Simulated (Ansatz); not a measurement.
Compare A (`BCC(C)F`) with its isomer B (`CBCCF`).

Isolated molecules relaxed with PBE0-D4/def2-TZVP in Ansatz; ΔE leaves out vibrations. CCSD(T)/CBS adds triple-zeta CCSD(T) − MP2 to the extrapolated MP2 energy (def2 sets, frozen cores). Functionals use def2-TZVPP. B3LYP here is the variant with VWN-RPA as its local correlation; programs differ in this. One conformer a species, not always the lowest.

Question: Which isomer does CCSD(T)/CBS put lower? Give the gap. (Estimate.)

Answer: The calculation gave: B, by 31.8 kJ/mol.

Question: Give E(B) − E(A) in kJ/mol with CCSD/def2-TZVPP, MP2/def2-TZVPP, ωB97M-V, B3LYP-D4, CCSD(T)/def2-TZVPP, B3LYP, B2PLYP. (An estimate is asked.)

Answer: The calculation gave: CCSD/def2-TZVPP -31.5, MP2/def2-TZVPP -31.8, ωB97M-V -33.5, B3LYP-D4 -35.1, CCSD(T)/def2-TZVPP -31.4, B3LYP -36.6, B2PLYP -34.3. None reverses the order clearly.

Largest T1 diagnostic: 0.010.
